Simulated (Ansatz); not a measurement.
Several settings on one geometry of DyCl3 (that of the charge 0 sextet, PBE0-D4/def2-SVP). Ansatz on 4 threads of Intel Xeon 6975P-C on a shared host; times are rough.

```csv
atom,x (Å),y (Å),z (Å)
Dy1,0.009,0.000,0.109
Cl2,2.440,-0.023,-0.003
Cl3,-1.205,2.101,-0.047
Cl4,-1.244,-2.077,-0.058
```

Totals from different functionals, basis sets or treatments of relativity can't be compared as stabilities.

DK, ANO-RCC and x2c sets are all-electron and run with scalar relativity unless a key says otherwise. In the def2 sets Dy takes a core potential; there is no spin–orbit coupling. Correlated methods freeze no core orbitals; core or outer-core shells of Dy are correlated, in sets that lack core-valence functions. With an open 4f shell the SCF may have ended on a state above the lowest.

The spins typed aren't always the lowest for that charge.

(1) Give the basis size and estimate the energy, ⟨S²⟩, dipole and time of these runs.

```
run                              method  charge   state                                                                                     further keys
  1  UKS PBEsol-D3(BJ)-ATM/ANO-RCC-VTZP       0  sextet                                        scf: {omitted_lower_state_checks: [starts]}; forces asked
  2            ROKS PBE-D3(BJ)/def2-SVP       0  sextet                                        scf: {omitted_lower_state_checks: [starts]}; forces asked
  3               UKS PBE, rpa/def2-SVP       0  sextet                                                 electrons: all; scf: {lower_state_search: light}
  4      UKS r2SCAN0-D3(BJ)/def2-mTZVPP       0   octet  pseudopotentials: {relativity: none}; scf: {omitted_lower_state_checks: [starts]}; forces asked
```

## Answers

(1) 
```csv
run,functions,energy (Eh),⟨S²⟩,dipole (D),wall time
1,206,-13535.6126,8.76,0.91,65 s
2,131,-2264.3758,–,0.94,17 s
3,131,-2262.1509,8.76,–,2 min
4,149,-2264.7403,15.76,0.67,90 s
```
